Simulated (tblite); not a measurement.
Compound: CH8GeN2.
Geometry (GFN2-xTB, Å), atoms numbered from 1 in this order:
```xyz
12
CH8GeN2 angstrom
C     -1.7009    0.1098   -0.5008
N     -0.8812   -0.2990    0.6242
Ge     0.8799   -0.6517    0.4352
N      1.7695    0.7260   -0.3658
H     -2.7490   -0.1278   -0.3049
H     -1.3768   -0.4463   -1.3787
H     -1.6224    1.1784   -0.7291
H     -1.1618    0.1801    1.4682
H      1.3481   -1.0279    1.8207
H      1.0130   -1.7891   -0.5295
H      2.7081    0.5325   -0.6822
H      1.7748    1.6143    0.1168
```

Level: GFN2-xTB in tblite, geometry and Hessian alike; calculated harmonic values, unscaled, isolated species. Against measured fundamentals such values can be off by several per cent, at times by over 20. Modes of hydrogen on germanium can be 10 to 20 % off. One conformer, not necessarily the lowest.

Harmonic wavenumbers (cm⁻¹): 81.5, 119.6, 188.2, 200.9, 255.6, 454.9, 489.1, 522.4, 603.4, 637.3, 668.7, 690.8, 784.2, 813.6, 1048.6, 1102.1, 1120.7, 1331.4, 1420.1, 1486.6, 1499.4, 1500.7, 1902.3, 2018.0, 2902.7, 2961.2, 3011.1, 3410.0, 3421.1, 3458.2.

A = 8392, B = 3180, C = 2557 MHz; mass 121.990 u (most abundant isotopes); point group C1, symmetry number 1.

Q: Zero-point energy?

A: ½Σν̃ = 20052 cm⁻¹ = 57.33 kcal/mol.

Q: Entropy at 298.15 K, 1 bar (ideal gas, RRHO, classical rotation)?

A: Translation 40.34, rotation 25.96, vibration 17.28: S = 83.6 cal/(mol K).

Q: And Cp and H(298.15 K) − H(0)?

A: Cp = 27.50 cal/(mol K), of which vibrations give 19.55 (their classical limit is 30 R = 59.6); H(298.15 K) − H(0) = 5.25 kcal/mol without the zero-point energy, 2.88 from vibrations.

Q: What must be added to the electronic energy to get the Gibbs energy at 298.15 K and 1 bar?

A: ZPE + [H(298.15 K) − H(0)] − T·S = 57.33 + 5.25 − 24.92 = 37.66 kcal/mol.

Q: Which modes carry the vibrational entropy at 298.15 K?

A: 81.5 cm⁻¹: 3.85; 119.6 cm⁻¹: 3.11; 188.2 cm⁻¹: 2.25; 200.9 cm⁻¹: 2.12; 255.6 cm⁻¹: 1.69; 454.9 cm⁻¹: 0.78 cal/(mol K); the other 24 give 3.48 together.

Q: Blend soft modes into free rotors: weight 1/[1 + (100 cm⁻¹/ν̃)⁴] for the oscillator and the rest for a rotor with moment μB/(μ + B), μ = h/(8π²ν), B = 10⁻⁴⁴ kg m². What vibrational entropy results?

A: 16.60 cal/(mol K) in place of 17.28, which changes −T·S at 298.15 K by +0.20 kcal/mol.

Hindered rotation and anharmonicity are outside this model. Other conformers, if any are populated, would add a mixing term that is left out. The structure is chiral; the term R ln 2 for an equal mix with its mirror image is left out.

Hardware: one thread of an Intel Xeon at 2.50 GHz, shared host. Cost: 0.64 s. The figure is for the frequency step alone.
